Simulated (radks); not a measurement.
Initial-state core-level shifts of the aluminium ion Al+ when its valence configuration changes from [Ne] 3s2. All-electron calculation, Dirac Kohn-Sham, PBEsol, spin-unpolarised, spherical densities, point nucleus; open shells are shared between the two j in proportion to 2j + 1. Program: a radial shooting solver on a logarithmic mesh with Libxc functionals. Shifts are changes of the shell-averaged eigenvalues in eV (positive: less bound).

valence,1s,2s,2p
3s1 3p1,-1.774,-1.738,-1.721
3s1.5 3p0.5,-0.898,-0.880,-0.871
3p2,-3.463,-3.396,-3.362
3s0.5 3p1.5,-2.629,-2.577,-2.551
